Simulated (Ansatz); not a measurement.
`C=C(F)/C(F)=C\F`, charge 0, multiplicity 1.

(1) Give a relaxed structure at PBE0-D4/def2-TZVP (Ansatz 0.2.0). (Best estimate.)

Answers

(1) Ansatz gave: 
```xyz
10

C    -0.3465   -1.6150    0.8813
C    -0.2874   -0.6984   -0.0737
F    -0.7532   -0.9503   -1.2990
C     0.2643    0.6360    0.0770
F     0.7323    0.8914    1.3073
C     0.3693    1.6203   -0.8129
F    -0.0469    1.5183   -2.0658
H    -0.7761   -2.5861    0.6787
H     0.0353   -1.3933    1.8662
H     0.8087    2.5771   -0.5592
```
Point group Cs.
This is one stationary point; other conformers may exist.
